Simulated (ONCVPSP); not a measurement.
## molybdenum (Mo): one change to an ONCV potential, before and after

Mo, optimised norm-conserving Vanderbilt (ONCV), made with ONCVPSP 4.0.1 (PBE, fully relativistic). Core [Ar] 3d10, reference 4s2 4p6 4d5 5s1. Waves: 4s+5s: rc 1.75 bohr, ncon 5, nbas 8, qcut 6.8 1/bohr, 2 projectors; 4p: rc 1.90 bohr, ncon 4, nbas 7, qcut 7.4 1/bohr, 1 projector; 4d: rc 1.75 bohr, ncon 3, nbas 7, qcut 7.8 1/bohr, local. Local part: the d channel. Core correction: Teter function, fcfact 5.25, rcfact 1.4.

Open shells are filled in proportion to 2j + 1.

Change: d: qcut 6.2.

Cutoffs: the cutoffs (Ha) at which the residual kinetic energy of the hardest occupied pseudo-wave falls to 1 and 0.1 mHa per electron; they do not see the model core or the augmentation charge, which bear on the density cutoff. Errors are all-electron minus pseudo energies relative to the spin-unpolarised reference configuration.

**Question.** How do hardness, ghosts and transferability respond?

**Answer.** The potential gets neither clearly harder nor softer (20 Ha and 27 Ha → 20 Ha and 27 Ha); the s channel sets the loose cutoff, while the largest relative change is in d, which becomes softer; of the 4 tests that both files solve, the error grows in 1 and shrinks in 1 by more than 15 % and 0.3 meV (median size 0.3 → 1.0 meV); the range in which the s phases agree narrows (upper end at the end of the scan → 1.2); the range in which the d5/2 phases agree narrows (upper end at the end of the scan → 2.8); neither file shows a bound ghost. In the base the local d channel has no projectors, so it cannot carry the spin–orbit splitting, and the file is wrong for that shell. In the changed file the local d channel has no projectors, so it cannot carry the spin–orbit splitting, and the file is wrong for that shell.

```csv
quantity,base,changed
"cutoff, loose",20 Ha,20 Ha
"cutoff, tight",27 Ha,27 Ha
loose cutoff by channel,"s 20 Ha, p 13 Ha, d 19 Ha","s 20 Ha, p 13 Ha, d 16 Ha"
bound ghosts,none,none
GHOST(+) flags under 300 eV,none,none
"largest miss of a reference level, eV",0.12,0.12
"error for 4s2 4p6 4d5 5s0, meV [ΔE 6.89 eV]",-0.5,-0.3
"error for 4s2 4p6 4d4 5s0, meV [ΔE 22.35 eV]",+0.1,-3.2
"error for 4s2 4p6 4d3 5s0, meV [ΔE 49.09 eV]",+6.9,-1.7
"error for 4s2 4p6 4d5 5s0.5, meV [ΔE 2.73 eV]",-0.1,0.0
s: phases at 1.77 bohr within 0.05 rad from the reference energy up to (Ha; the scan ends near 5),to the end of the scan,1.2
p3/2: phases at 1.93 bohr within 0.05 rad from the reference energy up to (Ha; the scan ends near 5),0.7,0.7
p1/2: phases at 1.93 bohr within 0.05 rad from the reference energy up to (Ha; the scan ends near 5),0.6,0.7
d5/2: phases at 1.77 bohr within 0.05 rad from the reference energy up to (Ha; the scan ends near 5),to the end of the scan,2.8
d3/2: phases at 1.77 bohr within 0.05 rad from the reference energy up to (Ha; the scan ends near 5),3.4,2.6
"rms error of d²Exc/dni dnj with the model core, mHa",3.37,3.37
```
